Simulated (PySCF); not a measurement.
C2H14Si4, SMILES [SiH3]C[SiH2][SiH2]C[SiH3].

The structure is a stationary point at PBE0-D3(BJ)/def2-SVP. The structure was generated by enumeration, and PubChem lists no compound with its InChIKey, so it may never have been made. One conformer was computed; it need not be the lowest.

Two levels are set side by side: TDA-PBE/def2-SVPD (PySCF) and TDA-B3LYP/def2-SVPD (PySCF). Vertical, same geometry. The lowest singlet is HOMO→LUMO 96 % with PBE and HOMO→LUMO 97 % with the other functional; states are paired by order. Differences are taken from unrounded values.

| quantity | TDA-B3LYP |
|---|---|
| lowest singlet excitation (eV) | 6.28 |
| lowest triplet excitation (TDA) (eV) | 5.74 |
| first bright state (f over 0.05) (eV) | 7.21 |
| its oscillator strength | 0.06 |

### Question
What does TDA-PBE give, and how far is it from TDA-B3LYP? (The exact figures need the calculation; the answer reports its results.)

### Answer

```
quantity                               TDA-PBE  TDA-PBE minus TDA-B3LYP
-------------------------------------  -------  -----------------------
lowest singlet excitation (eV)            5.79                    -0.48
lowest triplet excitation (TDA) (eV)      5.32                    -0.42
first bright state (f over 0.05) (eV)     6.70                    -0.50
its oscillator strength                   0.16                     0.10
```

A lower first singlet is the usual sign of a functional without exact exchange. Differences between two approximate levels are no errors against the true value.

Rough cost on one machine, each run with all the roots and properties that it gave: TDA-B3LYP against TDA-PBE about 3 times.
